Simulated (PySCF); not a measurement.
boron oxyfluoride (BFO), SMILES O=BF.

Coordinates come from a PBE0-D3(BJ)/def2-TZVP optimisation.

Two levels are set side by side: PBE/def2-TZVPD (PySCF) and ωB97X/def2-TZVPD (PySCF). Same geometry, gas phase. Differences are taken from unrounded values.

```csv
quantity,ωB97X,PBE,PBE minus ωB97X
orbital gap (eV),13.72,7.17,-6.54
highest occupied level (eV),-12.84,-8.71,4.13
lowest empty level (eV),0.88,-1.53,-2.41
dipole moment (D),2.24,2.09,-0.15
mean polarisability (bohr³),16.9,17.8,0.9
```

Without exact exchange PBE keeps part of each electron's self-repulsion, which lifts occupied levels and narrows the gap. Loosely held outer electrons make PBE densities more polarisable. Differences between two approximate levels are no errors against the true value.

Rough cost on one machine, each run with all the roots and properties that it gave: ωB97X against PBE within a factor of 2.
